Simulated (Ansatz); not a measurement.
Input for Ansatz (development build ahead of 0.2.0):

```yaml
crystal:
  periodic: [false, false, false]
  atoms:
    - { symbol: Ge, position_ang: [0.00495, -0.00698, -0.00517] }
    - { symbol: H, position_ang: [0.8799, 0.894, 0.88762] }
    - { symbol: H, position_ang: [0.88834, -0.89586, -0.8821] }
    - { symbol: H, position_ang: [-0.8958, 0.88581, -0.89278] }
    - { symbol: H, position_ang: [-0.88105, -0.88238, 0.89319] }
basis:
  gaussian: { orbitals: cc-pVDZ }
hamiltonian:
  xc: hf
correlation:
  method: mp2
  frozen_orbitals: { Ge: 9, H: 0 }
```

The input is written out in the form of the current development build from the run's settings.

The run gave:

- Converged: yes
- Reference energy: -2077.64328 hartree
- Correlation energy: -0.13322 hartree
- Total energy: -2077.77650 hartree
- Spin squared of the determinant: 0.000
